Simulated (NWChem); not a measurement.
All runs are NWChem calculations. System: C2H2F, charge 0, spin multiplicity 2, at a geometry optimised with UPBE/def2-SVP. The structure started from a generated list of species. Its SCF solution wasn't tested for a lower state. Level: Ur2SCAN/def2-TZVP.

Job file:

```
start mol
memory heap 200 mb stack 900 mb global 1100 mb
geometry units angstroms nocenter noautoz
  C     -0.893498    -0.913999     0.000000
  C      0.292594    -0.332973     0.000000
  F      0.480569     1.009817     0.000000
  H     -1.969570    -0.720452     0.000000
  H      1.249873    -0.886075     0.000000
  symmetry group Cs
end
basis spherical
  * library def2-tzvp
end
dft
  xc r2scan
  odft
  mult 2
  semidirect memsize 60000000 filesize 0
  iterations 100
  grid fine
end
task dft energy
```

NWChem printed:

```
             Northwest Computational Chemistry Package (NWChem) 7.3.0
             --------------------------------------------------------

                                NWChem Input Module
                                -------------------

 Scaling coordinates for geometry "geometry" by  1.889725989
 (inverse scale =  0.529177249)

 Turning off AUTOSYM since
 SYMMETRY directive was detected!

                             Geometry "geometry" -> ""
                             -------------------------

 Output coordinates in angstroms (scale by  1.889725989 to convert to a.u.)

  No.       Tag          Charge          X              Y              Z
 ---- ---------------- ---------- -------------- -------------- --------------
    1 C                    6.0000    -0.89349800    -0.91399900     0.00000000
    2 C                    6.0000     0.29259400    -0.33297300     0.00000000
    3 F                    9.0000     0.48056900     1.00981700     0.00000000
    4 H                    1.0000    -1.96957000    -0.72045200     0.00000000
    5 H                    1.0000     1.24987300    -0.88607500     0.00000000

 Effective nuclear repulsion energy (a.u.)      60.3063276433

            Nuclear Dipole moment (a.u.)
            ----------------------------
        X                 Y               Z
 ---------------- ---------------- ----------------
    -0.0000000000    -0.0000113384     0.0000000000

      Symmetry information
      --------------------

 Group name             Cs
 Group number              2
 Group order               2
 No. of unique centers     5

      Symmetry unique atoms

     1    2    3    4    5


 Summary of "ao basis" -> "" (spherical)
 ------------------------------------------------------------------------------
       Tag                 Description            Shells   Functions and Types
 ---------------- ------------------------------  ------  ---------------------
 *                         def2-tzvp                  on all atoms

                                 NWChem DFT Module
                                 -----------------

 Summary of "ao basis" -> "ao basis" (spherical)
 ------------------------------------------------------------------------------
       Tag                 Description            Shells   Functions and Types
 ---------------- ------------------------------  ------  ---------------------
 C                         def2-tzvp                11       31   5s3p2d1f
 F                         def2-tzvp                11       31   5s3p2d1f
 H                         def2-tzvp                 4        6   3s1p

 Summary of "ao basis" -> "ao basis" (spherical)
 ------------------------------------------------------------------------------
       Tag                 Description            Shells   Functions and Types
 ---------------- ------------------------------  ------  ---------------------
 C                         def2-tzvp                11       31   5s3p2d1f
 F                         def2-tzvp                11       31   5s3p2d1f
 H                         def2-tzvp                 4        6   3s1p

      Symmetry analysis of basis
      --------------------------

        a'         73
        a"         32

            General Information
            -------------------
          SCF calculation type: DFT
          Wavefunction type:  spin polarized.
          No. of atoms     :     5
          No. of electrons :    23
           Alpha electrons :    12
            Beta electrons :    11
          Charge           :     0
          Spin multiplicity:     2
          Use of symmetry is: on ; symmetry adaption is: on
          Maximum number of iterations: 100
          AO basis - number of functions:   105
                     number of shells:    41
          Convergence on energy requested:  1.00D-06
          Convergence on density requested:  1.00D-05
          Convergence on gradient requested:  5.00D-04

              XC Information
              --------------
                      r^2SCAN Method XC Functional
               r^2SCAN metaGGA Exchange Functional  1.000
                     r^2SCAN Correlation Potential  1.000

             Grid Information
             ----------------
          Grid used for XC integration:  fine
          Radial quadrature: Mura-Knowles
          Angular quadrature: Lebedev.
          Tag              B.-S. Rad. Rad. Pts. Rad. Cut. Ang. Pts.
          ---              ---------- --------- --------- ---------
          C                   0.70       70           9.0       590
          F                   0.50       70          10.0       590
          H                   0.35       60          10.0       590
          Grid pruning is: on
          Number of quadrature shells:   330
          Spatial weights used:  Erf1

          Convergence Information
          -----------------------
          Convergence aids based upon iterative change in
          total energy or number of iterations.
          Levelshifting, if invoked, occurs when the
          HOMO/LUMO gap drops below (HL_TOL):  1.00D-02
          DIIS, if invoked, will attempt to extrapolate
          using up to (NFOCK): 10 stored Fock matrices.

                    Damping( 0%)  Levelshifting(0.5)       DIIS
                  --------------- ------------------- ---------------
          dE  on:    start            ASAP                start
          dE off:    2 iters        100 iters           100 iters

      Screening Tolerance Information
      -------------------------------
          Density screening/tol_rho:  1.00D-10
[...]
   Bfn.  Coefficient  Atom+Function         Bfn.  Coefficient  Atom+Function
  ----- ------------  ---------------      ----- ------------  ---------------
     7      0.403473  1 C  py                10      0.376670  1 C  py
    13      0.245288  1 C  py                 4     -0.173483  1 C  s
    69      0.132351  3 F  py                35      0.115609  2 C  s
    72      0.112757  3 F  py                95      0.099976  4 H  s
     3     -0.096603  1 C  s                 68      0.084671  3 F  px

 Vector   13  Occ=0.000000D+00  E=-2.770910D-02  Symmetry=a"
              MO Center= -2.2D-01, -5.7D-01, -3.3D-15, r^2= 2.1D+00
   Bfn.  Coefficient  Atom+Function         Bfn.  Coefficient  Atom+Function
  ----- ------------  ---------------      ----- ------------  ---------------
    45     -0.516529  2 C  pz                14      0.507166  1 C  pz
    42     -0.361340  2 C  pz                39     -0.358602  2 C  pz
     8      0.294071  1 C  pz                11      0.281740  1 C  pz
    76      0.176553  3 F  pz                70      0.150146  3 F  pz
    73      0.110183  3 F  pz                23      0.055965  1 C  d  1

 Vector   14  Occ=0.000000D+00  E= 6.566452D-02  Symmetry=a'
              MO Center= -7.2D-01, -6.6D-01, -6.0D-15, r^2= 5.2D+00
   Bfn.  Coefficient  Atom+Function         Bfn.  Coefficient  Atom+Function
  ----- ------------  ---------------      ----- ------------  ---------------
     5      1.936264  1 C  s                 96     -1.666544  4 H  s
   102      1.039369  5 H  s                 36     -0.936718  2 C  s
    44      0.553241  2 C  py                35     -0.500087  2 C  s
     4      0.472396  1 C  s                 41      0.286705  2 C  py
    67     -0.281130  3 F  s                 12     -0.249795  1 C  px

 Vector   15  Occ=0.000000D+00  E= 9.264791D-02  Symmetry=a'
              MO Center=  8.4D-01, -7.3D-01, -1.6D-15, r^2= 3.6D+00
   Bfn.  Coefficient  Atom+Function         Bfn.  Coefficient  Atom+Function
  ----- ------------  ---------------      ----- ------------  ---------------
    36      2.485985  2 C  s                102     -2.065058  5 H  s
    96     -1.059620  4 H  s                 12     -0.883099  1 C  px
    43      0.628360  2 C  px                67     -0.534292  3 F  s
    35      0.516500  2 C  s                 75      0.307697  3 F  py
    41      0.196855  2 C  py                37      0.183534  2 C  px

                     DFT Final Beta Molecular Orbital Analysis
                     -----------------------------------------

 Vector    9  Occ=1.000000D+00  E=-4.271270D-01  Symmetry=a"
              MO Center=  4.2D-01,  7.3D-01,  2.8D-15, r^2= 8.6D-01
   Bfn.  Coefficient  Atom+Function         Bfn.  Coefficient  Atom+Function
  ----- ------------  ---------------      ----- ------------  ---------------
    70      0.443011  3 F  pz                73      0.366464  3 F  pz
    76      0.212156  3 F  pz                39      0.175899  2 C  pz
    42      0.152086  2 C  pz                 8      0.059545  1 C  pz
    45      0.059032  2 C  pz                11      0.050345  1 C  pz

 Vector   10  Occ=1.000000D+00  E=-3.457786D-01  Symmetry=a'
              MO Center=  4.2D-01,  3.6D-01,  6.2D-16, r^2= 1.6D+00
   Bfn.  Coefficient  Atom+Function         Bfn.  Coefficient  Atom+Function
  ----- ------------  ---------------      ----- ------------  ---------------
    68      0.408767  3 F  px                71      0.334737  3 F  px
    74      0.223842  3 F  px                37     -0.184565  2 C  px
   101     -0.181864  5 H  s                  6      0.137959  1 C  px
   100     -0.115018  5 H  s                102     -0.112769  5 H  s
    40     -0.108790  2 C  px                 9      0.102442  1 C  px

 Vector   11  Occ=1.000000D+00  E=-2.483864D-01  Symmetry=a"
              MO Center= -2.2D-01, -4.1D-01, -1.4D-15, r^2= 1.7D+00
   Bfn.  Coefficient  Atom+Function         Bfn.  Coefficient  Atom+Function
  ----- ------------  ---------------      ----- ------------  ---------------
     8      0.281809  1 C  pz                39      0.277061  2 C  pz
    42      0.265802  2 C  pz                11      0.253674  1 C  pz
    70     -0.232260  3 F  pz                73     -0.185048  3 F  pz
    76     -0.158727  3 F  pz                14      0.154284  1 C  pz
    45      0.118311  2 C  pz                52     -0.027871  2 C  d -1

 Vector   12  Occ=0.000000D+00  E=-1.200374D-01  Symmetry=a'
              MO Center= -6.7D-01, -9.4D-01, -2.0D-16, r^2= 1.9D+00
   Bfn.  Coefficient  Atom+Function         Bfn.  Coefficient  Atom+Function
  ----- ------------  ---------------      ----- ------------  ---------------
    13      0.360629  1 C  py                 7      0.341342  1 C  py
    36     -0.280116  2 C  s                 10      0.278579  1 C  py
     4     -0.240908  1 C  s                 35      0.229236  2 C  s
    44      0.145899  2 C  py                43      0.137398  2 C  px
    67     -0.136152  3 F  s                 69      0.136475  3 F  py

 Vector   13  Occ=0.000000D+00  E=-1.838761D-02  Symmetry=a"
              MO Center= -3.6D-01, -6.2D-01,  1.4D-14, r^2= 2.2D+00
   Bfn.  Coefficient  Atom+Function         Bfn.  Coefficient  Atom+Function
  ----- ------------  ---------------      ----- ------------  ---------------
    14      0.538022  1 C  pz                45     -0.485239  2 C  pz
    42     -0.345233  2 C  pz                39     -0.338987  2 C  pz
     8      0.312910  1 C  pz                11      0.298953  1 C  pz
    76      0.163559  3 F  pz                70      0.135598  3 F  pz
    73      0.099678  3 F  pz                23      0.061796  1 C  d  1

 Vector   14  Occ=0.000000D+00  E= 8.067847D-02  Symmetry=a'
              MO Center= -6.5D-02, -7.9D-01,  1.5D-14, r^2= 5.4D+00
   Bfn.  Coefficient  Atom+Function         Bfn.  Coefficient  Atom+Function
  ----- ------------  ---------------      ----- ------------  ---------------
     5      1.833926  1 C  s                102      1.483895  5 H  s
    36     -1.380981  2 C  s                 96     -1.203438  4 H  s
    44      0.686296  2 C  py                35     -0.640816  2 C  s
     4      0.464059  1 C  s                 41      0.272134  2 C  py
    67     -0.262317  3 F  s                 95     -0.202656  4 H  s

   alpha - beta orbital overlaps
   -----------------------------

   alpha      1      2      3      4      5      6      7      8      9     10
    beta      1      2      3      4      5      6      7      8      9     10
 overlap   1.000  1.000  1.000  1.000  0.990  0.987  0.998  0.994  1.000  0.999

   alpha     11     12     13     14     15     16     17     18     19     20
    beta     11     12     13     14     15     16     17     19     18     20
 overlap   0.995  0.979  0.995  0.972  0.972  0.989  0.987  0.952  0.993  0.991

   alpha     21     22     23     24     25     26     27     28     29     30
    beta     22     21     23     24     25     26     27     28     29     30
 overlap   0.934  0.993  0.953  0.972  0.958  0.966  0.990  0.916  0.910  0.912

   alpha     31     32     33     34     35     36     37     38     39     40
    beta     31     32     33     35     34     36     37     38     39     40
 overlap   0.910  0.954  0.961  0.992  0.995  0.990  0.896  0.886  0.998  0.989

   alpha     41     42     43     44     45     46     47     48     49     50
    beta     41     42     43     44     46     45     47     48     49     50
 overlap   0.911  0.905  0.992  0.985  0.979  0.993  0.998  0.999  0.992  0.994

   alpha     51     52     53     54     55     56     57     58     59     60
    beta     51     52     53     54     55     56     57     58     59     60
 overlap   0.999  0.999  0.999  1.000  0.999  1.000  1.000  0.998  0.994  0.994

   alpha     61     62     63     64     65     66     67     68     69     70
    beta     61     63     62     64     65     66     67     69     68     70
 overlap   0.994  0.991  0.996  0.994  0.991  0.979  0.958  0.951  0.999  0.923

   alpha     71     72     73     74     75     76     77     78     79     80
    beta     71     72     73     74     75     76     77     78     79     80
 overlap   0.880  0.777  0.721  0.962  0.934  0.995  0.999  0.995  0.997  0.999

   alpha     81     82     83     84     85     86     87     88     89     90
    beta     81     82     83     84     85     86     87     88     89     90
 overlap   0.999  1.000  0.998  0.995  0.997  1.000  0.999  0.999  1.000  1.000

   alpha     91     92     93     94     95     96     97     98     99    100
    beta     91     92     93     94     95     96     97     98     99    100
 overlap   1.000  1.000  1.000  1.000  1.000  1.000  1.000  1.000  1.000  1.000

   alpha    101    102    103    104    105
    beta    101    102    103    104    105
 overlap   1.000  1.000  1.000  1.000  1.000

     --------------------------
     Expectation value of S2:
     --------------------------
      <S2> =      0.7644 (Exact =     0.7500)

 center of mass
 --------------
 x =   0.05011943 y =   0.10924015 z =   0.00000000

 moments of inertia (a.u.)
 ------------------
         113.889774907254         -64.619690316819           0.000000000000
         -64.619690316819          73.018687178416           0.000000000000
           0.000000000000           0.000000000000         186.908462085670

     Multipole analysis of the density
     ---------------------------------

     L   x y z        total         alpha         beta         nuclear
     -   - - -        -----         -----         ----         -------
     0   0 0 0     -0.000000    -12.000000    -11.000000     23.000000

     1   1 0 0     -0.102500      0.762562     -0.865063     -0.000000
     1   0 1 0     -0.318727      0.899356     -1.218072     -0.000011
     1   0 0 1     -0.000000     -0.000000     -0.000000      0.000000

     2   2 0 0    -10.130740    -29.763243    -26.161423     45.793926
     2   1 1 0     -0.655144    -18.159599    -14.615348     32.119804
     2   1 0 1      0.000000      0.000000      0.000000      0.000000
     2   0 2 0    -13.840752    -39.240413    -32.306398     57.706058
     2   0 1 1      0.000000      0.000000     -0.000000      0.000000
     2   0 0 2    -13.654616     -7.172863     -6.481754      0.000000

 Task  times  cpu:        5.7s     wall:        5.7s

 Total times  cpu:        5.7s     wall:        5.7s
```
